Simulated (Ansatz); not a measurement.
**Energy profile**

The step: BH₃O₃ ([OH][B]([OH])[OH]) + HCl → BH₂ClO₂ ([OH][B]([OH])[Cl]) + H₂O; bonds formed: B1–Cl6, O2–H5; bonds broken: B1–O2, H5–Cl6 (atoms numbered as in the saddle structure below).

```xyz
9
angstrom
B -0.2548 -0.0599 -0.2507
O 1.1366 0.5778 -0.2013
O -0.3927 -1.2735 -0.8372
O -1.1956 0.9146 -0.3233
H 1.2471 0.2694 0.8253
Cl 0.2887 -0.5972 1.9826
H 1.0426 1.5409 -0.2332
H 0.2087 -1.9415 -0.5013
H -2.0807 0.5694 -0.4608
```

Electronic energies by CCSD(T) at an estimated basis limit (MP2 extrapolated from triple and quadruple zeta, plus CCSD(T) − MP2 in triple zeta), on PBE0-D4/def2-TZVP structures; BH4ClO3, singlet; no counterpoise correction. Computed with Ansatz 0.2.0 (basis: def2-TZVPP and def2-QZVPP); correlated methods freeze the cores. Extrapolation: Hartree–Fock as exp(−7.88 √X), correlation as X^−2.97.

(1) Give the profile in eV, counted from the separated reactants. (Judge from chemistry; the value comes from the calculation.)

T1 diagnostic: at most 0.012.

Answers

(1) Computed:
```csv
point,eV
"separated: BH3O3 (linked as [OH][B]([OH])[OH]; B1, O2, O3, O4, H7, H8, H9; singlet) + HCl (H5, Cl6; singlet)",0.000
start structure,-0.254
saddle,0.976
end structure,0.232
"separated: BH2ClO2 (linked as [OH][B]([OH])[Cl]; B1, O3, O4, Cl6, H8, H9; singlet) + H2O (O2, H5, H7; singlet)",0.402
```

Hydrogen chloride, the by-product of chloride precursors, can attack films and sites by steps of this kind.

For scale, one of the runs: CCSD(T)/def2-TZVPP, 222 basis functions, launched by `ansatz run in.yaml --threads 4 --pin off --events-out ev --progress --plain --max-ram 9574MiB`. The run took 93 s on 4 CPU threads of an Arm Neoverse V2 (shared host), with 3.7 GiB of host memory at its peak.
